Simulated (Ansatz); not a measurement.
Relaxation of Cl$_{4}$FHOW (8 atoms, charge 0, multiplicity 1), to a largest force component of 0.02 eV/Å in at most 40 steps.

Computed with RHF/def2-SVP in Ansatz 0.2.0.

```xyz
8
Properties=species:S:1:pos:R:3
W 0.000 0.000 0.000
O 0.000 0.000 1.940
H -0.909 -0.281 2.277
Cl 2.390 0.000 0.000
Cl 0.000 2.390 0.000
Cl -2.390 0.000 0.000
Cl 0.000 -2.390 0.000
F 0.000 0.000 -1.850
```

Q: Where does it end, and by what steps?

A: The run converged. The force dipped under the threshold on the way, but the program's further checks kept it going. After 9 steps the energy has fallen by 0.872 eV; H3 moved furthest, 0.73 Å.

```csv
step,energy less start (eV),largest force component (eV/Å),accepted
0,0.0000,3.087,yes
1,-0.3132,2.337,yes
2,-0.6914,0.730,yes
3,-0.7765,0.996,yes
4,-0.8330,0.784,yes
5,-0.8453,0.651,yes
6,-0.8682,0.268,yes
7,-0.8715,0.014,yes
8,-0.8717,0.105,yes
9,-0.8719,0.002,yes
```

```xyz
8
Properties=species:S:1:pos:R:3
W -0.084 -0.027 0.007
O -0.265 -0.077 1.790
H -0.364 -0.104 2.731
Cl 2.230 -0.015 0.149
Cl -0.090 2.291 -0.020
Cl -2.379 -0.033 -0.317
Cl -0.058 -2.340 -0.147
F 0.101 0.024 -1.826
```

Whether the end is a true minimum wasn't checked by a vibrational analysis.

Time of the run: 46 s on 2 threads of Arm Neoverse V1, on a shared host, peak memory 0.47 GiB.
